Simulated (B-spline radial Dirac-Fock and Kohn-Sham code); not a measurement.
## Elastic electron scattering at 50 keV, Ru to Eu

Model: relativistic (Dirac) partial waves in the static field of the Dirac-Fock atom with Furness-McCarthy exchange, without polarisation or absorption potentials. Program: a B-spline atomic structure program. σ_tr1 and σ_tr2 weight the cross section with 1 − P₁ and 1 − P₂ of cos θ; "backward" is the share scattered beyond 90°.

```tsv
Z	element	σ (a₀²)	σ_tr1 (a₀²)	σ_tr2 (a₀²)	backward (%)	dσ/dΩ at 90° (a₀²/sr)
44	Ru	0.747	0.00542	0.0128	0.082	0.000192
45	Rh	0.749	0.00564	0.0133	0.086	0.000202
46	Pd	0.712	0.00587	0.0138	0.096	0.000213
47	Ag	0.749	0.00610	0.0143	0.096	0.000224
48	Cd	0.784	0.00633	0.0148	0.097	0.000236
49	In	0.839	0.00657	0.0153	0.096	0.000247
50	Sn	0.883	0.00682	0.0158	0.096	0.000259
51	Sb	0.919	0.00706	0.0164	0.097	0.000272
52	Te	0.949	0.00731	0.0169	0.099	0.000284
53	I	0.975	0.00757	0.0174	0.10	0.000297
54	Xe	0.997	0.00783	0.0180	0.10	0.000311
55	Cs	1.13	0.00809	0.0185	0.096	0.000324
56	Ba	1.24	0.00836	0.0191	0.092	0.000338
57	La	1.28	0.00863	0.0196	0.093	0.000352
58	Ce	1.27	0.00889	0.0201	0.098	0.000367
59	Pr	1.22	0.00915	0.0206	0.11	0.000382
60	Nd	1.21	0.00942	0.0211	0.11	0.000397
61	Pm	1.20	0.00968	0.0217	0.12	0.000412
62	Sm	1.19	0.00996	0.0222	0.13	0.000428
63	Eu	1.17	0.0102	0.0227	0.13	0.000444
```

Values without a named source are computed, but for edge energies of neutral atoms, which are taken from tables.
